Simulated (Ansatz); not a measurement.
Coupled-cluster diagnostics for the cluster VO₄H₃, Ansatz.

Geometry of the singlet (r2SCAN-D4/def2-SVP):

| atom | x (Å) | y (Å) | z (Å) |
| --- | --- | --- | --- |
| V1 | 0.3389 | 0.5572 | -0.2436 |
| O2 | -0.1518 | -0.4914 | 1.0538 |
| O3 | -0.2713 | 0.9335 | -1.8685 |
| O4 | -0.7424 | 1.8181 | -0.8773 |
| O5 | -0.7546 | -1.7468 | 1.1423 |
| H6 | 1.8433 | 1.0876 | 0.0120 |
| H7 | 1.0916 | -0.5484 | -1.1177 |
| H8 | -1.3537 | -1.6098 | 1.8989 |

Correlated methods freeze 9 core orbitals; core or outer-core shells of V are correlated, in sets that lack core-valence functions. The structure holds 2 bonds between oxygen atoms, so isomers without such links may lie far lower. Another isomer (singlet) lies 4.92 eV lower at PBE0-D4/def2-TZVP; other spin states weren't run for this one.

Task: Estimate the CCSD(T) correlation energy, the shares of MP2 and (T), T1 and the reference's ⟨S²⟩ for: charge 0, singlet, own geometry in def2-TZVP; and the rough time on 4 threads of Arm Neoverse V2 on a shared host.

Result: 
| state | basis | correlation (eV) | MP2 share (%) | (T) share (%) | T1 | ⟨S²⟩ (pure) | wall time | remarks |
| --- | --- | --- | --- | --- | --- | --- | --- | --- |
| charge 0, singlet, own geometry | def2-TZVP | -42.627 | 97.1 | 6.1 | 0.048 | 0.00 (0.00) | 1.8 min | restricted SCF unstable |
Customary marks for T1 are 0.02 (closed shells), 0.045 (open shells) and about 0.05 (3d metals). T1 exceeds 0.02 in 1 of 1 rows and 0.045 in 1; the higher it lies, the less the single-reference result can be trusted.
